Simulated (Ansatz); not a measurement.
Question: Name a neutral molecule of Al, C, Cl, F, Si and H with HOMO–LUMO gap (B3LYP/def2-TZVPP) between 5.75 and 6.05 eV and HOMO–LUMO gap (PBE0/def2-TZVPP) between 6.25 and 6.55 eV (Ansatz, PBE0-D4/def2-TZVP geometry).

Answer: `C[SiH](Cl)[Al]([F])[Cl]` (5.93 eV, 6.30 eV); `FC[SiH2][AlH][Cl]` (6.03 eV, 6.41 eV). Other molecules can fit too; these were computed, each in one conformer that needn't be the lowest.

B3LYP here is the variant with VWN-RPA as its local correlation; programs differ in this.
